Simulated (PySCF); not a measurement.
AlClI2, SMILES [I][Al]([Cl])[I].

Geometry optimised at r2SCAN-D4/def2-SVP. The def2 effective core potentials stand for the cores of I; spin–orbit coupling is left out.

Computed with TDDFT-PBE0/def2-SVPD (PySCF).

Vertical excitations. Isolated molecule, no solvent. State labels are in the subgroup C2v.

```csv
state,symmetry,energy (eV),λ (nm),f,main pairs
S1,B2,4.83,257,0.009,HOMO→LUMO 98 %
S2,A2,4.91,252,0.000,HOMO→LUMO+1 100 %
S3,A2,5.03,246,0.000,HOMO−1→LUMO 99 %
S4,A1,5.31,234,0.023,HOMO−2→LUMO 97 %
S5,B1,5.37,231,0.000,HOMO−2→LUMO+1 98 %
S6,B1,5.42,229,0.026,HOMO−3→LUMO 97 %
S7,B2,5.42,229,0.055,HOMO−1→LUMO+1 90 %
S8,A1,5.81,213,0.039,HOMO−3→LUMO+1 93 %
S9,A2,6.19,200,0.000,HOMO−4→LUMO+1 99 %
S10,B2,6.42,193,0.263,HOMO−4→LUMO 82 %
T1,B2,4.52,274,0,HOMO→LUMO 97 %
T2,A2,4.75,261,0,HOMO−1→LUMO 88 %
T3,A2,4.81,258,0,HOMO→LUMO+1 91 %
T4,B2,4.88,254,0,HOMO−1→LUMO+1 96 %
```
Triplets are in the Tamm–Dancoff approximation, which puts them higher than full response would, so one can lie above its singlet here.
